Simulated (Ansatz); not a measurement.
One change: `NB(F)S` becomes `NB(N)F`.

Ansatz, PBE0-D4/def2-TZVP geometries, multiplicity 1. Each molecule was computed in one conformer, which needn't be the lowest.

| property | `NB(F)S` |
| --- | --- |
| LUMO energy (PBE/def2-TZVPP) / eV | -0.43 |
| HOMO energy (PBE0/def2-TZVPP) / eV | -7.39 |
| LUMO energy (PBE0/def2-TZVPP) / eV | 0.45 |
| HOMO–LUMO gap (B3LYP/def2-TZVPP) / eV | 7.25 |
| HOMO energy (ωB97M-V/def2-TZVPP) / eV | -9.59 |
| LUMO energy (ωB97M-V/def2-TZVPP) / eV | 1.95 |

(1) What does the change do to each property? (An estimate is asked.)

## Answers

(1) Ansatz gave: 
| property | `NB(N)F` | shift |
| --- | --- | --- |
| LUMO energy (PBE/def2-TZVPP) / eV | 0.00 | 0.43 |
| HOMO energy (PBE0/def2-TZVPP) / eV | -7.15 | 0.24 |
| LUMO energy (PBE0/def2-TZVPP) / eV | 0.78 | 0.33 |
| HOMO–LUMO gap (B3LYP/def2-TZVPP) / eV | 7.32 | 0.07 |
| HOMO energy (ωB97M-V/def2-TZVPP) / eV | -9.53 | 0.06 |
| LUMO energy (ωB97M-V/def2-TZVPP) / eV | 2.06 | 0.11 |

With PBE0 the HOMO rises by 0.24 eV and the LUMO rises by 0.33 eV, so the gap widens by about 0.09 eV. PBE moves the HOMO by 0.43 eV and ωB97M-V by 0.06 eV.

B3LYP here is the variant with VWN-RPA as its local correlation; programs differ in this.
